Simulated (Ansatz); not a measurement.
`C[Te][SiH](N)F` and `CS[SiH](N)F` differ in one element.

Ansatz, PBE0-D4/def2-TZVP geometries, multiplicity 1. Each molecule was computed in one conformer, which needn't be the lowest.

Elements past krypton have def2 core potentials.

```json
{"property": "HOMO–LUMO gap (B3LYP/def2-TZVPP) / eV", "`C[Te][SiH](N)F`": "5.19"}
{"property": "size of the dipole moment (B3LYP/def2-TZVPP) / D", "`C[Te][SiH](N)F`": "2.41"}
{"property": "LUMO energy (B3LYP/def2-TZVPP) / eV", "`C[Te][SiH](N)F`": "-0.87"}
{"property": "LUMO energy (ωB97M-V/def2-TZVPP) / eV", "`C[Te][SiH](N)F`": "1.11"}
{"property": "HOMO energy (PBE/def2-TZVPP) / eV", "`C[Te][SiH](N)F`": "-5.26"}
{"property": "HOMO energy (ωB97M-V/def2-TZVPP) / eV", "`C[Te][SiH](N)F`": "-8.36"}
```

Task: What does the change do to each property? (An estimate is asked.)

Result: Computed: 
```csv
property,`CS[SiH](N)F`,shift
HOMO–LUMO gap (B3LYP/def2-TZVPP) / eV,6.81,1.62
size of the dipole moment (B3LYP/def2-TZVPP) / D,0.69,-1.72
LUMO energy (B3LYP/def2-TZVPP) / eV,0.02,0.89
LUMO energy (ωB97M-V/def2-TZVPP) / eV,1.97,0.86
HOMO energy (PBE/def2-TZVPP) / eV,-5.79,-0.53
HOMO energy (ωB97M-V/def2-TZVPP) / eV,-9.23,-0.87
```

With PBE0 the HOMO falls by 0.75 eV and the LUMO rises by 0.92 eV, so the gap widens by about 1.67 eV. PBE moves the HOMO by -0.53 eV and ωB97M-V by -0.87 eV. Dipoles are sizes alone; their direction can turn.

B3LYP here is the variant with VWN-RPA as its local correlation; programs differ in this.

Spin–orbit coupling is left out; it splits and shifts lone-pair levels of the heavy atoms by tenths of an eV.
